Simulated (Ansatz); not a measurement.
```yaml
crystal:
  periodic: [false, false, false]
  atoms:
    - {symbol: C, position_ang: [0.741379, -2.010654, 0.947791]}
    - {symbol: N, position_ang: [0.754384, -0.630694, 0.615040]}
    - {symbol: W, position_ang: [0.376443, 1.054888, 0.854864]}
    - {symbol: O, position_ang: [-0.578864, 1.185776, 2.265023]}
    - {symbol: F, position_ang: [1.984742, 2.003528, 1.048798]}
    - {symbol: O, position_ang: [-0.611878, 1.628213, -0.619586]}
    - {symbol: C, position_ang: [-1.116800, 1.076374, -1.810640]}
    - {symbol: H, position_ang: [1.762870, -2.371036, 1.104355]}
    - {symbol: H, position_ang: [0.306304, -2.593651, 0.129902]}
    - {symbol: H, position_ang: [0.159897, -2.199689, 1.856869]}
    - {symbol: H, position_ang: [-0.908347, 1.764900, -2.632667]}
    - {symbol: H, position_ang: [-0.651266, 0.110010, -2.022943]}
    - {symbol: H, position_ang: [-2.198365, 0.947233, -1.722107]}
basis:
  gaussian: {orbitals: def2-TZVPP, point_charges: [{charge: 0.50, position_ang: [5.505, -0.678, 0.844]}]}
hamiltonian: {xc: {name: revPBE0}}
output: {forces: true}
```

```sh
$ ansatz run in.yaml --threads 2 --pin off --events-out ev --progress --plain --max-ram 32768MiB --backend cuda --devices 0, --max-vram 18GiB
```

Output, abridged:

```
Functional definition: revPBE0
1727 factors; their error is unknown
mean field evaluation 1: about -12281.0195 eV, gradient 1.1e2 eV
mean field evaluation 2: about -12109.0156 eV, gradient 3.1e2 eV
mean field evaluation 4: about -12300.6246 eV, gradient 3.8e1 eV
mean field evaluation 8: about -12303.0636 eV, gradient 6.1e-1 eV
mean field evaluation 16: about -12303.0879 eV, gradient 6.6e-4 eV
mean field -12303.08784848 eV, -452.1301390992 hartree, gradient 6.5e-5 eV, S^2 0.000000; 0 other end points of the search recorded, 0 dependent functions left out
reference -12303.08789673 eV, -452.1301408722 hartree; 32, 32 occupied and 294, 294 virtual orbitals, 1727 factors
Total energy: -12303.08789673 eV, -452.1301408722 hartree
Atom 0 at     0.741379    -2.010654     0.947791 Å, force    -0.092057    -0.152036     0.029974 eV/Å
Atom 1 at     0.754384    -0.630694     0.615040 Å, force     0.189023     0.077671    -0.044016 eV/Å
Atom 2 at     0.376443     1.054888     0.854864 Å, force    -0.545872     0.115285     0.100095 eV/Å
Atom 3 at    -0.578864     1.185776     2.265023 Å, force     0.142538    -0.012748    -0.144109 eV/Å
Atom 4 at     1.984742     2.003528     1.048798 Å, force     0.266909     0.056521     0.017340 eV/Å
Atom 5 at    -0.611878     1.628213    -0.619586 Å, force     0.154865     0.051224     0.250837 eV/Å
Atom 6 at    -1.116800     1.076374    -1.810640 Å, force    -0.117164    -0.075874    -0.231784 eV/Å
Atom 7 at     1.762870    -2.371036     1.104355 Å, force     0.005911    -0.062445     0.016923 eV/Å
Atom 8 at     0.306304    -2.593651     0.129902 Å, force     0.010424    -0.022376     0.019108 eV/Å
Atom 9 at     0.159897    -2.199689     1.856869 Å, force     0.019947    -0.029189    -0.007947 eV/Å
Atom 10 at    -0.908347     1.764900    -2.632667 Å, force    -0.010213    -0.002676     0.005764 eV/Å
Atom 11 at    -0.651266     0.110010    -2.022943 Å, force    -0.016560     0.012358    -0.010804 eV/Å
Atom 12 at    -2.198365     0.947233    -1.722107 Å, force     0.015051     0.004411    -0.008172 eV/Å
Dipole moment:    -0.263546    -0.399327    -0.663895 e Å
```

It took 12 s on 2 threads of an AMD EPYC 7R13 on a shared host and a share of an NVIDIA H100 80 GB, with 0.9 GiB of host memory at the peak.
